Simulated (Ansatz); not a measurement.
Basis-set series for GeH$_{10}$Si$_{3}$, SMILES `[SiH3][SiH2][SiH2][GeH3]`. The species carries charge 0 and has multiplicity 1. The geometry is a stationary point of PBE0-D4/def2-TZVP. It is one conformer, not always the lowest.

| functional | basis | functions | energy (Eh) | HOMO (eV) | LUMO (eV) |
| --- | --- | --- | --- | --- | --- |
| PBE0-D4 | def2-SVP | 136 | -2950.31967 | -7.96 | -0.15 |
| PBE0-D4 | def2-QZVPP | 599 | -2950.96071 | -7.89 | -0.41 |
| ωB97M-V | def2-SVP | 136 | -2950.72011 | -9.87 | 1.68 |
| ωB97M-V | def2-QZVPP | 599 | -2951.36252 | -9.84 | 1.10 |

Problem. Give the rows for def2-TZVPP. (An estimate is asked.)

Solution. Ansatz gave: 
```csv
functional,basis,functions,energy (Eh),HOMO (eV),LUMO (eV)
PBE0-D4,def2-TZVPP,314,-2950.88662,-7.90,-0.34
ωB97M-V,def2-TZVPP,314,-2951.29091,-9.84,1.37
```

Positive LUMOs are unbound and depend on the basis. Scalar relativity is left out up to krypton.
